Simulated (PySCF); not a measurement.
Worked example: oscillator strength and radiative lifetime

C2H2F, SMILES C=[C]F (connectivity only; charge and spin as stated), charge +1, multiplicity 1.

Geometry: PBE-D3(BJ)/def2-TZVP. The spin state was assumed, not searched. The isomer is the one that the SMILES or the coordinates give; other isomers of the formula were not compared.

TDDFT-CAM-B3LYP/def2-SVPD (PySCF 2.14.0) puts the first singlet state with f over 0.02 at 8.59 eV (vertical), with the transition dipole (-0.440, 0.000, 0.000) in atomic units.

Q: Find the oscillator strength, the wavelength and the radiative lifetime that this transition would have in vacuum if emission retraced absorption.

A: 
|μ|² = 0.1936 au, so |μ| = 1.12 D. ΔE = 8.59/27.211 = 0.3157 hartree. f = (2/3) ΔE |μ|² = 0.041 (the program prints 0.041).
λ = 1239.84/8.59 = 144 nm; ν = 69283 cm⁻¹.
Einstein's coefficient A = 0.6670 ν² f s⁻¹ (ν in cm⁻¹) = 1.3e8 s⁻¹, so τ = 1/A = 7.7 ns. This state is S3; the lower singlets have f = 0.000, 0.002. The figure is the radiative limit of this one transition; relaxation, internal conversion, crossing to triplets and a medium change what is measured.
